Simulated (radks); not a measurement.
Coulomb parameter of the 4f shell of the samarium ion Sm2+ in the model configuration [Xe] 4f5 5d1, as a second difference U = [E(n + 0.5) + E(n - 0.5) - 2 E(n)] / (0.5)^2 with all orbitals relaxed. "Bare": the charge of the atom changes with n. "Screened": the 5d shell takes up the change at fixed total charge, which measures U(4f,4f) + U(5d,5d) - 2 U(4f,5d). Method: Dirac Kohn-Sham, PBE, spin-unpolarised, spherical densities, point nucleus; open shells are shared between the two j in proportion to 2j + 1; computed with a radial shooting solver on a logarithmic mesh with Libxc functionals.

case	configuration	E - E(n) (eV)
start	[Xe] 4f5 5d1	0.000
bare +0.5	[Xe] 4f5.5 5d1	-8.712
bare -0.5	[Xe] 4f4.5 5d1	12.823
screened +0.5	[Xe] 4f5.5 5d0.5	-2.568
screened -0.5	[Xe] 4f4.5 5d1.5	3.740

U(bare) = 16.442 eV, U(screened by 5d) = 4.690 eV.
